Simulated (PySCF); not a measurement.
[CuF4]- (charge -1 and singlet state).
SMILES: `[F][Cu-]([F])([F])[F]`

The closed-shell ground state was solved at several levels (PySCF, density fitting, gas phase, non-relativistic). Geometry: PBE0-D3(BJ)/def2-SVP; no solvent, vibrations or thermal averaging. The geometry's basis has no diffuse functions, a weakness for an anion. No diffuse functions stand in pcJ-1 (pcSseg-1 on Cu) and pcSseg-1 (pcSseg-2 on Cu), which bears on an anion's orbital energies.

```
                          level  basis functions  total energy (Eh)  HOMO (eV)  LUMO (eV)  gap (eV)
B3LYP/pcSseg-1 (pcSseg-2 on Cu)              141         -2040.0618      -3.73       0.47      4.20
     PBE/pcJ-1 (pcSseg-1 on Cu)              153         -2039.2201      -1.73       0.03      1.76
              wB97X-D/def2-SVPD              126         -2039.4027      -6.82       1.35      8.17
  PBE/pcSseg-1 (pcSseg-2 on Cu)              141         -2039.4178      -1.78       0.02      1.80
```

Problem. Estimate the row for PBE0/pcSseg-1 (pcSseg-2 on Cu), a basis of 141 functions; the other rows only guide the guess.

Solution. Total energy -2039.3732 Eh, HOMO -4.12 eV, LUMO 0.66 eV, gap 4.78 eV.

Problem. Over all these levels, which gives the widest orbital gap and which the narrowest?

Solution. wB97X-D/def2-SVPD (range-separated hybrid) has the widest, 8.17 eV, and PBE/pcJ-1 (pcSseg-1 on Cu) (GGA) the narrowest, 1.76 eV. Functional and basis both differ between the two, so the spread mixes both effects.

Problem. In the pcSseg-1 (pcSseg-2 on Cu) basis, how does the gap go with the fixed share of exact exchange?

Solution. PBE (0 %) 1.80 eV; B3LYP (20 %) 4.20 eV; PBE0 (25 %) 4.78 eV. Each rise in the share widens the gap here.

wB97X-D is run here without its empirical dispersion term; that term would change no orbital, density or response property at a fixed geometry.
